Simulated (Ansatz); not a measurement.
Two members of one family (Series ZnX2), computed with Ansatz in the gas phase. The two geometries come from different levels. A negative affinity means that the extra electron isn't bound at that geometry and level; within about 0.2 eV of zero the sign isn't settled. Binding counts from free atoms in the multiplicity of their measured ground term, without zero-point energy. A dash marks a value that wasn't run or was left out as unsound. The structures are stationary points that may keep the symmetry of their start. Remarks come from the PBE and PBE0 runs and from stability tests at other levels; not every state was tested. A HOMO above zero means that the electron is unbound at that level and held by the basis, or that self-interaction error raises the level; the energy of removing that electron tells which.

First: Zn(NH2)2 (singlet, charge 0, PBE-D4/def2-TZVP geometry).

```xyz
7

Zn    0.041    0.021   -0.023
N     0.632    0.823    1.507
H    -0.068    0.919    2.242
H     1.460    0.401    1.928
N    -0.356   -0.681   -1.660
H    -0.706   -0.013   -2.348
H    -1.002   -1.470   -1.646
```

```csv
level,HOMO (eV),LUMO (eV),gap (eV),vertical EA (eV),binding per atom (eV)
PBE-D4/def2-TZVPD,-5.59,-1.31,4.28,-0.62,3.05
r2SCAN-D4/def2-TZVPD,-5.82,-0.90,4.92,-0.71,2.96
B3LYP-D4/def2-TZVP,-6.59,-0.71,5.88,–,2.96
PBE0-D4/def2-TZVPD,-6.90,-0.54,6.36,-0.70,2.95
HSE06-D4/def2-TZVP,-6.41,-0.74,5.66,–,2.94
```

Metal–donor distances: 2 × N 1.82 to 1.83 Å. Remarks: HOMO above zero (-1 doublet).

Second: Zn(SiH3)2 (singlet, charge 0, PBE-D4/def2-SVP geometry).

```xyz
9

Zn   -0.004   -0.014   -0.002
Si    0.047    0.302   -2.371
H     1.414    0.033   -2.952
H    -0.316    1.716   -2.759
H    -0.918   -0.606   -3.096
Si   -0.049   -0.307    2.370
H     0.196   -1.741    2.779
H    -1.376    0.093    2.970
H     1.006    0.524    3.061
```

**Question.** Estimate how these quantities change from the first to the second (second minus first).

**Answer.** 
```json
{"level": "PBE-D4/def2-TZVPD", "Δ HOMO (eV)": "-0.40", "Δ LUMO (eV)": "-0.92", "Δ gap (eV)": "-0.52", "Δ vertical EA (eV)": "0.85", "Δ binding per atom (eV)": "-0.50"}
{"level": "r2SCAN-D4/def2-TZVPD", "Δ HOMO (eV)": "-0.37", "Δ LUMO (eV)": "-1.13", "Δ gap (eV)": "-0.76", "Δ vertical EA (eV)": "0.97", "Δ binding per atom (eV)": "-0.35"}
{"level": "B3LYP-D4/def2-TZVP", "Δ HOMO (eV)": "-0.11", "Δ LUMO (eV)": "-0.98", "Δ gap (eV)": "-0.87", "Δ vertical EA (eV)": "–", "Δ binding per atom (eV)": "-0.38"}
{"level": "PBE0-D4/def2-TZVPD", "Δ HOMO (eV)": "-0.02", "Δ LUMO (eV)": "-0.96", "Δ gap (eV)": "-0.94", "Δ vertical EA (eV)": "0.88", "Δ binding per atom (eV)": "-0.39"}
{"level": "HSE06-D4/def2-TZVP", "Δ HOMO (eV)": "-0.12", "Δ LUMO (eV)": "-1.10", "Δ gap (eV)": "-0.97", "Δ vertical EA (eV)": "–", "Δ binding per atom (eV)": "-0.39"}
```

Metal–donor distances: 2 × Si 2.39 Å. Remarks: HOMO above zero (-1 doublet).
